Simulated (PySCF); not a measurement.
**Kr²⁺: ionisation energy**

Kr²⁺ [Ar] 3d10 4s2 4p4 (3P) → Kr³⁺ [Ar] 3d10 4s2 4p3 (4S), as a difference of total energies. Computed with PySCF 2.14 in x2c-QZVPPall with one added diffuse shell each of s, p, d, f type (12s9p6d5f1g, 113 functions), with the spin-free X2C one-electron Hamiltonian (Gaussian nucleus). Correlated levels: valence: [Ar] 3d10 frozen; valence and next inner shell: [Ne] frozen. The calculations carry no spin-orbit coupling.

```csv
method,ionisation energy (eV)
UHF,34.333
LDA,35.842
PBE,35.524
PBE0,35.542
r2SCAN,35.622
MN15,35.463
CAM-B3LYP,35.742
M06-L,35.305
ROHF,34.209
MP2 (valence),35.174
SCS-MP2 (valence),35.273
MP2 (valence and next inner shell),35.317
SCS-MP2 (valence and next inner shell),35.370
```

A first-order spin-orbit estimate (lowest level to lowest level, LS coupling) adds 0.239 eV.

Errors of the correlated levels include the incompleteness of this basis and the frozen core.

Question: Which method comes closest to the reference value, and which is furthest?

Answer: The reference is 35.838 ± 0.02 eV (measured; NIST Atomic Spectra Database, ionization energies). Closest: r2SCAN (error 0.024 eV); furthest: ROHF (error -1.390 eV), both after the spin-orbit estimate.
